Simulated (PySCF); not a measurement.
C5H7F3O.
SMILES with atom numbers: `[CH2:1]=[CH:2][C@:3]([CH3:4])([F:5])[O:6][CH:7]([F:8])[F:9]` (hydrogens: H10, H11 on C1; H12 on C2; H13, H14, H15 on C4; H16 on C7)

The same species was optimised twice, with GFN2-xTB and with PBE0-D3(BJ)/def2-SVP (PySCF), and the same property calculations (PySCF, gas phase) were run on both structures.

```json
{"coordinate": "C3–C4 (Å)", "GFN2-xTB": "1.522", "PBE0-D3(BJ)/def2-SVP": "1.509", "change": "-0.013"}
{"coordinate": "C1=C2 (Å)", "GFN2-xTB": "1.319", "PBE0-D3(BJ)/def2-SVP": "1.331", "change": "+0.012"}
{"coordinate": "C3–O6 (Å)", "GFN2-xTB": "1.410", "PBE0-D3(BJ)/def2-SVP": "1.399", "change": "-0.011"}
{"coordinate": "O6–C7 (Å)", "GFN2-xTB": "1.354", "PBE0-D3(BJ)/def2-SVP": "1.364", "change": "+0.010"}
{"coordinate": "C3–F5 (Å)", "GFN2-xTB": "1.390", "PBE0-D3(BJ)/def2-SVP": "1.384", "change": "-0.006"}
{"coordinate": "C2–C3 (Å)", "GFN2-xTB": "1.508", "PBE0-D3(BJ)/def2-SVP": "1.507", "change": "-0.001"}
{"coordinate": "C1–C2–C3 (°)", "GFN2-xTB": "123.3", "PBE0-D3(BJ)/def2-SVP": "124.7", "change": "+1.4"}
{"coordinate": "F5–C3–O6 (°)", "GFN2-xTB": "106.9", "PBE0-D3(BJ)/def2-SVP": "108.2", "change": "+1.3"}
{"coordinate": "C3–O6–C7 (°)", "GFN2-xTB": "116.9", "PBE0-D3(BJ)/def2-SVP": "117.7", "change": "+0.8"}
{"coordinate": "C2–C3–F5 (°)", "GFN2-xTB": "107.7", "PBE0-D3(BJ)/def2-SVP": "107.0", "change": "-0.7"}
{"coordinate": "C4–C3–O6 (°)", "GFN2-xTB": "107.3", "PBE0-D3(BJ)/def2-SVP": "106.9", "change": "-0.4"}
{"coordinate": "C2–C3–C4 (°)", "GFN2-xTB": "112.7", "PBE0-D3(BJ)/def2-SVP": "112.9", "change": "+0.2"}
{"coordinate": "C2–C3–O6 (°)", "GFN2-xTB": "113.7", "PBE0-D3(BJ)/def2-SVP": "113.4", "change": "-0.3"}
{"coordinate": "C4–C3–F5 (°)", "GFN2-xTB": "108.4", "PBE0-D3(BJ)/def2-SVP": "108.3", "change": "-0.1"}
{"coordinate": "C1–C2–C3–C4 (°)", "GFN2-xTB": "-78", "PBE0-D3(BJ)/def2-SVP": "-100", "change": "-22"}
{"coordinate": "C2–C3–O6–C7 (°)", "GFN2-xTB": "60", "PBE0-D3(BJ)/def2-SVP": "65", "change": "+5"}
{"coordinate": "C3–O6–C7–F8 (°)", "GFN2-xTB": "-97", "PBE0-D3(BJ)/def2-SVP": "-123", "change": "-26"}
```

Rotational constants: A = 2250, B = 1324, C = 1022 MHz (GFN2-xTB) against A = 2225, B = 1336, C = 1023 MHz (PBE0-D3(BJ)/def2-SVP). Point groups within 0.08 Å: C1 and C1. End groups have turned between the structures, so F8, F9, H16 are left out of the comparison.

On the GFN2-xTB structure: lowest singlet, TDDFT (eV) 7.12 [B3LYP/def2-SVPD]; lowest triplet, Tamm–Dancoff (eV) 4.39 [B3LYP/def2-SVPD]; isotropic polarisability (au) 67.4 [B3LYP/def2-SVPD]; HOMO (eV) -8.14 [B3LYP/def2-SVPD]; LUMO (eV) -0.91 [B3LYP/def2-SVPD]; dipole (D) 2.95 [B3LYP/def2-SVPD].

Question: What do these properties become on the PBE0-D3(BJ)/def2-SVP structure?

Answer: 
```
                                    property            level  on GFN2-xTB  on PBE0-D3(BJ)/def2-SVP  change
                  lowest singlet, TDDFT (eV)  B3LYP/def2-SVPD         7.12                     7.03   -0.09
           lowest triplet, Tamm–Dancoff (eV)  B3LYP/def2-SVPD         4.39                     4.42   +0.03
               isotropic polarisability (au)  B3LYP/def2-SVPD         67.4                     68.3    +0.9
                                   HOMO (eV)  B3LYP/def2-SVPD        -8.14                    -8.21   -0.07
                                   LUMO (eV)  B3LYP/def2-SVPD        -0.91                    -0.93   -0.02
                                  dipole (D)  B3LYP/def2-SVPD         2.95                     3.13   +0.18
energy, GFN2-xTB geometry as zero (kcal/mol)  B3LYP/def2-SVPD          0.0                     -1.8    -1.8
```

The heavy atoms differ by 0.222 Å rms after alignment. Among the bonds compared C1=C2 and C3–C4 change most and about equally (-0.013 to +0.012 Å). Changes are differences of the printed values. Neither structure is proved a minimum here.

The values belong to the conformer `[CH2:1]=[CH:2][C@:3]([CH3:4])([F:5])[O:6][CH:7]([F:8])[F:9]`: C1–C2–C3–C4 -100°, C2–C3–O6–C7 65°, C3–O6–C7–F8 -123°.
